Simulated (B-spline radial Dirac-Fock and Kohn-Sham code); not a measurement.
Total and shell-resolved photoionisation of N³⁺

System: nitrogen as N³⁺, [He] 2s2.

Input file task.json (cfg lists n, l and occupation; rrms is the nuclear radius in fm):

```json
{"items": [{
  "Z": 7,
  "q": 3,
  "cfg": [[1, 0, 2], [2, 0, 2]],
  "A": 14,
  "rrms": 2.5582,
  "do": ["binding", "quiet", "photo"],
  "hv": [31.6, 97.3, 160.0, 161.0, 174.0, 199.0, 232.0, 367.0, 379.0, 453.0, 475.0, 485.0, 1250.0, 1730.0, 4220.0, 4920.0, 5160.0, 17600.0, 19400.0, 33600.0, 77300.0, 108000.0, 133000.0]
}]}
```

Launch: `python xray_run.py task.json out`

Method: independent-particle photoionisation in a Dirac-Hartree-Slater potential with a Latter tail, all multipoles, thresholds from Dirac-Fock ΔSCF. Computed with a B-spline atomic structure program.

Computed thresholds (eV): K 488.4, L1 75.02.

```csv
photon energy (eV),total (b),K (%),L (%)
97.3,741100,–,100.0
160,303600,–,100.0
161,300000,–,100.0
174,258300,–,100.0
199,198300,–,100.0
232,145200,–,100.0
367,53520,–,100.0
379,49710,–,100.0
453,32760,–,100.0
475,29260,–,100.0
485,27830,–,100.0
1250,44420,94.3,5.7
1730,17600,94.0,6.0
4220,1238,93.6,6.4
4920,773.8,93.5,6.5
5160,668.4,93.5,6.5
17600,13.75,93.2,6.8
19400,10.02,93.2,6.8
33600,1.656,93.1,6.9
77300,0.1047,93.1,6.9
108000,0.03456,93.1,6.9
133000,0.01740,93.1,6.9
```

Q: With what power of the photon energy does the total fall between 108000 and 133000 eV?

A: As E^-3.29. The non-relativistic Born limit for an s electron far above threshold is E^-3.5; near threshold and at relativistic energies the fall is slower.

Run: 0.70 s of CPU time on 1 thread of Intel(R) Xeon(R) Platinum 8488C (shared host), peak memory 0.33 GiB.
